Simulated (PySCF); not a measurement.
NbCl4, SMILES [Cl][Nb]([Cl])([Cl])[Cl] (connectivity only; charge and spin as stated), neutral, multiplicity 2.

The structure is a stationary point at B3LYP-D3(BJ)/def2-SVP. The spin state was assumed, not searched. The def2 effective core potentials stand for the cores of Nb; spin–orbit coupling is left out.

Two levels are set side by side: PBE/def2-TZVP (PySCF) and M06-2X/def2-TZVP (PySCF). Same geometry, gas phase. Differences are taken from unrounded values.

```json
[
 {"quantity": "α-spin orbital gap (eV)", "M06-2X": "5.06", "PBE": "0.25", "PBE minus M06-2X": "-4.81"},
 {"quantity": "β-spin orbital gap (eV)", "M06-2X": "8.33", "PBE": "4.03", "PBE minus M06-2X": "-4.30"},
 {"quantity": "mean polarisability (bohr³)", "M06-2X": "92.8", "PBE": "97.9", "PBE minus M06-2X": "5.1"}
]
```

Loosely held outer electrons make PBE densities more polarisable. Differences between two approximate levels are no errors against the true value.

Rough cost on one machine, each run with all the roots and properties that it gave: M06-2X against PBE about 2 times.
